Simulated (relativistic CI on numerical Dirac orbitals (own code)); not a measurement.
**One change at a time: As15+**

Base calculation: Dirac-Coulomb-Breit CI, separate exchange-only KLI orbitals for each configuration, model QED (radiative potential, 1s self-energy scaled to tabulated hydrogen-like ionisation energies), unscaled Slater integrals.

Configurations in the expansion (outside the closed core [Ne]): 3s2 3p6, 3s2 3p5 3d, 3s 3p6 3d, 3s2 3p5 4s, 3s2 3p5 4p, 3s2 3p5 4d, 3s 3p6 4s, 3s2 3p5 4f, 3s 3p6 4p, 3p6 3d 4p, 3s 3p6 4d, 3s2 3p5 5s, 3s 3p6 4f, 3s2 3p5 5p, 3s2 3p5 5d, 3s2 3p5 5f, 3s2 3p5 5g, 3s 3p6 5s, 3s2 3p5 6s, 3s2 3p5 6p, 3s 3p6 5p, 3s2 3p5 6d, 3s 3p6 5d, 3p6 3d2, 3p5 3d3, 3p5 3d2 4s, 3p5 3d2 4p, 3p5 3d2 4d, 3p6 3d 4s, 3p5 3d 4s2, 3p5 3d 4s 4p, 3p5 3d 4s 4d. Double excitations out of closed p, d and f shells are left out; levels of such configurations are missing from the list, as are those of other unlisted configurations, and high levels can miss mixing partners. These lack a partner that the ground configuration has and come out too high: 3s2 3p5 4f, 3s2 3p5 5s, 3s2 3p5 5p, 3s2 3p5 5d, 3s2 3p5 5f.

The lowest level and the first level of each name with at least 55 % of one term (blank where a level has no safe partner in the second run):

| Level | Base (cm⁻¹) | Shift (cm⁻¹) |
| --- | --- | --- |
| 3s2 3p6 1S_0 | 0 | 0 |
| 3s2 3p5 3d 3P°_0 | 616956 | +118 |
| 3s2 3p5 3d 3P°_1 | 625414 | +101 |
| 3s2 3p5 3d 3P°_2 | 643129 | +67 |
| 3s2 3p5 3d 3F°_4 | 652382 | +86 |
| 3s2 3p5 3d 3F°_3 | 657330 | +103 |
| 3s2 3p5 3d 3F°_2 | 671570 | +84 |
| 3s2 3p5 3d 3D°_3 | 702322 | +86 |
| 3s2 3p5 3d 3D°_1 | 721375 | +51 |
| 3s2 3p5 3d 3D°_2 | 737596 | -10 |
| 3s2 3p5 3d 1P°_1 | 926612 | +48 |
| 3s 3p6 3d 3D_1 | 1229855 | +1564 |
| 3s 3p6 3d 3D_2 | 1233297 | +1553 |
| 3s 3p6 3d 3D_3 | 1239412 | +1531 |
| 3s 3p6 3d 1D_2 | 1301006 | +1555 |
| 3s2 3p5 4s 3P°_2 | 2244279 | -497 |
| 3s2 3p5 4s 3P°_0 | 2300266 | -619 |
| 3s2 3p5 4p 3S_1 | 2395690 | 0 |
| 3s2 3p5 4p 3D_2 | 2417087 | +6 |
| 3s2 3p5 4p 3D_3 | 2428510 | -31 |
| 3s2 3p5 4p 3P_2 | 2444628 | -33 |
| 3s2 3p5 4p 3P_0 | 2467097 | -64 |

At this charge energies of transitions that change n are usually good to better than 1 %, and those within a shell (Δn = 0) to a few per cent.

Task: One thing was changed in a second run, which moved the levels as shown. Which?
A. valence Slater integrals scaled by 0.9
B. Breit term removed
C. QED terms removed
D. non-relativistic limit
E. configuration mixing switched off

Result: C. QED terms removed. QED shifts follow the density of s (and p1/2) electrons at the nucleus, so configurations move by their count of such electrons; where none moves, the smaller shifts of p3/2 electrons and of j = l + 1/2 against j = l − 1/2 set the pattern.

LS names give the leading component of a level, which can be under half, so a name can repeat, a term be missing and a line seem to break the LS rules.
